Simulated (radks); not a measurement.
Task: The nitrogen anion N2-, [He] 2s2 2p5, held by a Watson sphere: a shell of charge +2 at radius R that stands for the Madelung well of a crystal (potential energy -2/R inside, -2/r outside, in hartree with lengths in bohr). All-electron calculation, scalar-relativistic Kohn-Sham, r2SCAN, spin-polarised, spherical densities, finite nucleus; open shells are filled with parallel spins first; meta-GGA in the generalised Kohn-Sham scheme; Fermi nuclear charge, rms radius of each element as measured or else 0.836 A^(1/3) + 0.57 fm. Program: a radial shooting solver on a logarithmic mesh with Libxc functionals.

| R (bohr) | e(2s down) (eV) | e(2p up) (eV) | e(2p down) (eV) | <r> 2p (bohr) | sum of <r^2> (bohr^2) | X-ray form factor at sin(theta)/lambda = 0.2 1/angstrom |
|---|---|---|---|---|---|---|
| 1.77 | -19.483 | -8.691 | -7.279 | 1.650 | 21.38 | 5.167 |
| 2.1 | -18.102 | -7.641 | -6.300 | 1.765 | 24.02 | 4.967 |
| 2.59 | -16.445 | -6.317 | -5.033 | 1.936 | 27.95 | 4.768 |
| 2.82 | -15.815 | -5.795 | -4.522 | 2.021 | 29.83 | 4.707 |
| 2.85 | -15.740 | -5.732 | -4.459 | 2.032 | 30.08 | 4.700 |
| 3.17 | -15.009 | -5.122 | -3.843 | 2.160 | 32.81 | 4.642 |
| 3.69 | -14.074 | -4.376 | -3.037 | 2.413 | 37.72 | 4.591 |
| 3.99 | -13.646 | -4.086 | -2.672 | 2.605 | 41.01 | 4.578 |

Estimate the row for R = 1.88 bohr.

Result: e(2s down) (eV) -18.999; e(2p up) (eV) -8.328; e(2p down) (eV) -6.943; <r> 2p (bohr) 1.688; sum of <r^2> (bohr^2) 22.27; X-ray form factor at sin(theta)/lambda = 0.2 1/angstrom 5.094.
